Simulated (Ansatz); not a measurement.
`OCOB[SiH3]` + `S[SiH2]S` → `[SiH3]S[SiH2]S` + `BOCO`  (cleavage of the Si–B bond)

Gas-phase electronic energies from Ansatz, PBE0-D4/def2-TZVP geometries. CCSD(T)/CBS adds triple-zeta CCSD(T) − MP2 to the extrapolated MP2 energy (def2 sets, frozen cores). Functionals use def2-TZVPP. B3LYP here is the variant with VWN-RPA as its local correlation; programs differ in this. Each species was taken in one conformer, which may not be the lowest.

```
         level  ΔE (kJ/mol)
         B3LYP        -81.3
MP2/def2-TZVPP        -96.0
```

Problem. What does CCSD(T)/CBS give? (An estimate is asked.)

Solution. The calculation gave: -87.7 kJ/mol. The listed levels differ from it by 6.4, -8.3 kJ/mol.

Largest T1 diagnostic among the species: 0.014.

The D4 term adds −4.5 kJ/mol with B3LYP and −2.5 kJ/mol with PBE0; it sums over pairs of atoms, weighted by their polarisabilities, and B3LYP, whose exchange is more repulsive, gets the larger term. From PBE to PBE0 (25 % exact exchange), in def2-TZVPP and without D4, ΔE moves by −4.9 kJ/mol.
